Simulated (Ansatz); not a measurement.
`[GeH3][S][GeH3]` + HI → `[GeH3][I]` + `[SH][GeH3]` at 700 K and 1 bar (ligand exchange at a Ge–S bond).

Isolated molecules relaxed with PBE0-D4/def2-TZVP in Ansatz; ΔE leaves out vibrations. CCSD(T)/CBS is the MP2 limit (def2-TZVPP, def2-QZVPP) plus CCSD(T) − MP2 in def2-TZVPP, frozen cores. Elements past krypton have def2 core potentials. For Ge, I outer-core shells are correlated without core-valence functions, which leaves a few kJ/mol of doubt a bond. Scalar relativity is left out up to krypton.

```csv
species,CCSD(T)/CBS energy (Eh),H − E (kJ/mol),S (J/(mol·K))
`[GeH3][S][GeH3]`,-4553.63258,201.9,468.2
HI,-298.03592,34.6,231.7
`[GeH3][I]`,-2375.37957,103.8,343.3
`[SH][GeH3]`,-2476.30083,133.1,357.0
```

H − E and S are ideal-gas, rigid-rotor, harmonic terms from PBE0-D4/def2-TZVP. 1 Eh = 2625.50 kJ/mol, R = 8.31446 J/(mol·K).

Problem. By hand: ΔE, ΔH, ΔS and ΔG.

Solution. ΔE = (-2375.37957) + (-2476.30083) − (-4553.63258) − (-298.03592) = -0.01190 Eh = -31.2 kJ/mol. Δ(H − E) = 103.8 + 133.1 − 201.9 − 34.6 = 0.4, so ΔH = -30.8 kJ/mol. ΔS = 343.3 + 357.0 − 468.2 − 231.7 = 0.4 J/(mol·K). ΔG = -30.8 − 700 × (0.4)/1000 = -31.1 kJ/mol.

Problem. By hand: the equilibrium constant, and the temperature at which ΔG would vanish if ΔH and ΔS stayed fixed.

Solution. log₁₀ K = −ΔG/(RT ln 10) = 2.3. ΔH and −TΔS have one sign here, so there is no such temperature.

The number of gas molecules stays the same, so ΔS is small and ΔH decides. A doubt of 5 kJ/mol in ΔE shifts log₁₀ K by 0.4 here. Modes under 60 cm⁻¹, often nearly free rotors, make the harmonic entropy too high. These are equilibria of isolated gas molecules and say nothing of rates. Largest T1 diagnostic: 0.011 (customary marks: 0.02 for closed shells, 0.045 for open ones).

ΔS is within the doubt of such terms, so its sign, and with it that verdict, could turn.
